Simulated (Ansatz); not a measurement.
Input and output for C3H9GaO2 (`C[CH](C)[Ga]([OH])[OH]`).

```yaml
crystal:
  periodic: [false, false, false]
  atoms:
    - {symbol: C, position_ang: [-0.979897, 0.817413, 1.076909]}
    - {symbol: C, position_ang: [0.190033, 0.545067, 0.138910]}
    - {symbol: C, position_ang: [-0.074745, 1.081103, -1.264958]}
    - {symbol: Ga, position_ang: [0.671808, -1.375364, 0.106847]}
    - {symbol: O, position_ang: [1.847058, -2.134774, -1.003178]}
    - {symbol: O, position_ang: [-0.018821, -2.618546, 1.188123]}
    - {symbol: H, position_ang: [-1.890674, 0.310460, 0.743848]}
    - {symbol: H, position_ang: [-0.775617, 0.491012, 2.100105]}
    - {symbol: H, position_ang: [-1.206419, 1.889070, 1.116224]}
    - {symbol: H, position_ang: [1.078030, 1.052454, 0.536181]}
    - {symbol: H, position_ang: [-0.277932, 2.157765, -1.236485]}
    - {symbol: H, position_ang: [0.773476, 0.927145, -1.936993]}
    - {symbol: H, position_ang: [-0.946034, 0.603375, -1.722823]}
    - {symbol: H, position_ang: [2.256262, -1.522633, -1.616951]}
    - {symbol: H, position_ang: [-0.668429, -2.274245, 1.803542]}
basis:
  gaussian: {orbitals: cc-pVDZ, final_grid: {core_spheres: 8, valence_spheres: 7, degree: 23}}
hamiltonian: {xc: {name: wB97}}
accuracy: high
output: {forces: true}
```

```sh
$ ansatz run in.yaml --threads 4 --pin off --events-out ev --progress --plain --max-ram 11315MiB
```

Output, abridged:

```
Functional definition: wB97
3418 factors; integrals over basis functions are off by at most 7.8e-9 eV
780 factors; integrals over basis functions are off by at most 2.1e-9 eV
mean field evaluation 1: about -59724.6040 eV, gradient 6.9e1 eV
mean field evaluation 2: about -59723.5435 eV, gradient 7.7e1 eV
mean field evaluation 4: about -59733.8520 eV, gradient 2.4e0 eV
mean field evaluation 8: about -59733.8728 eV, gradient 1.4e-1 eV
mean field evaluation 16: about -59733.8729 eV, gradient 5.5e-5 eV
mean field -59733.87289158 eV, -2195.1793396923 hartree, gradient 2.5e-8 eV, S^2 0.000000; 0 other end points of the search recorded, 0 dependent functions left out
reference -59733.87289057 eV, -2195.1793396553 hartree; 37, 37 occupied and 105, 105 virtual orbitals, 3418 factors
Total energy: -59733.87289057 eV, -2195.1793396553 hartree
Atom 0 at    -0.979897     0.817413     1.076909 Å, force     0.110718     0.033020    -0.085931 eV/Å
Atom 1 at     0.190033     0.545067     0.138910 Å, force    -0.003156    -0.505236    -0.048530 eV/Å
Atom 2 at    -0.074745     1.081103    -1.264958 Å, force     0.028605     0.024940     0.151102 eV/Å
Atom 3 at     0.671808    -1.375364     0.106847 Å, force    -0.071445     0.328874    -0.020039 eV/Å
Atom 4 at     1.847058    -2.134774    -1.003178 Å, force    -0.005041    -0.235474     0.069964 eV/Å
Atom 5 at    -0.018821    -2.618546     1.188123 Å, force     0.119752    -0.197471    -0.062872 eV/Å
Atom 6 at    -1.890674     0.310460     0.743848 Å, force    -0.300217    -0.169431    -0.112446 eV/Å
Atom 7 at    -0.775617     0.491012     2.100105 Å, force     0.065160    -0.112548     0.330263 eV/Å
Atom 8 at    -1.206419     1.889070     1.116224 Å, force    -0.075650     0.318098     0.018638 eV/Å
Atom 9 at     1.078030     1.052454     0.536181 Å, force     0.272514     0.166777     0.123414 eV/Å
Atom 10 at    -0.277932     2.157765    -1.236485 Å, force    -0.059972     0.323871    -0.003600 eV/Å
Atom 11 at     0.773476     0.927145    -1.936993 Å, force     0.274926    -0.063279    -0.216332 eV/Å
Atom 12 at    -0.946034     0.603375    -1.722823 Å, force    -0.287376    -0.169417    -0.146819 eV/Å
Atom 13 at     2.256262    -1.522633    -1.616951 Å, force     0.138454     0.170280    -0.198837 eV/Å
Atom 14 at    -0.668429    -2.274245     1.803542 Å, force    -0.207273     0.086997     0.202025 eV/Å
Dipole moment:    -0.181619     0.781520     0.003667 e Å
```

Run time 8 s (4 threads of an Arm Neoverse V2 on a shared host); peak host memory 0.7 GiB.
